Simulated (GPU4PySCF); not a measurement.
Computed IR spectrum (relative IR intensity) of a molecule C10H16S. Geometry optimised at PBE0-D3(BJ)/def2-TZVP. One conformer was computed; it need not be the lowest. Computed with PBE0-D3(BJ)/def2-TZVP (GPU4PySCF). Frequencies are harmonic and unscaled.

Lines under 2 % of the strongest are left out, and lines within 2 cm⁻¹ are merged.

ν (cm⁻¹): 595 (w), 655 (m), 693 (w), 706 (w), 757 (w), 791 (w), 804 (s), 867 (w), 889 (m), 899 (vw), 947 (w), 968 (w), 1051 (w), 1084 (vw), 1100 (w), 1183 (vw), 1204 (w), 1243 (vw), 1265 (w), 1320 (vw), 1388 (vw), 1405 (w), 1407 (vw), 1440 (vw), 1464 (w), 1473 (w), 1491 (m), 1503 (w), 1601 (w), 3024 (m), 3031 (vw), 3034 (vs), 3041 (vs), 3049 (w), 3063 (w), 3074 (w), 3084 (vs), 3104 (s), 3113 (s), 3120 (s), 3213 (w) (against the strongest line: vs over 80 %, s over 45 %, m over 15 %, w over 4 %, vw less)

**Question.** Which molecule gave these data?
A. CCCCCCc1ccsc1
B. CCc1ccc(C(C)(C)C)s1
C. CCc1ccsc1C(C)(C)C
D. CCc1sccc1C(C)(C)C

**Answer.** A, CCCCCCc1ccsc1
